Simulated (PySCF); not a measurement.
How methods differ on the excitation energy of Pb

Pb [Xe] 4f14 5d10 6s2 6p2 (3P) → Pb [Xe] 4f14 5d10 6s2 6p1 6d1 (high-spin determinant), as a difference of total energies. Computed with PySCF 2.14 in aug-cc-pwCVTZ-DK3, with scalar relativity by spin-free X2C-1e. Correlated levels: valence: [Xe] 4f14 5d10 frozen; valence and next inner shell: [Kr] 4d10 4f14 frozen. The calculations carry no spin-orbit coupling.

```
                                method  excitation energy (cm⁻¹)
                                   UHF                     43842
                                   LDA                     42682
                                   PBE                     40824
                                  PBE0                     42348
                                r2SCAN                     43589
                         MP2 (valence)                     44444
                     SCS-MP2 (valence)                     44315
    MP2 (valence and next inner shell)                     45271
SCS-MP2 (valence and next inner shell)                     44687
```

Spin-orbit coupling is strong in these open shells (close to jj coupling). The scalar numbers leave it out and a first-order estimate fails, so it can dominate the gap to the real levels.

The promoted electron is Rydberg-like, and one or two diffuse shells describe it only roughly, which tends to raise the upper state.

The determinant of the upper state mixes LS terms, which raises its energy above the lowest term, most at the Hartree-Fock and MP2 levels.
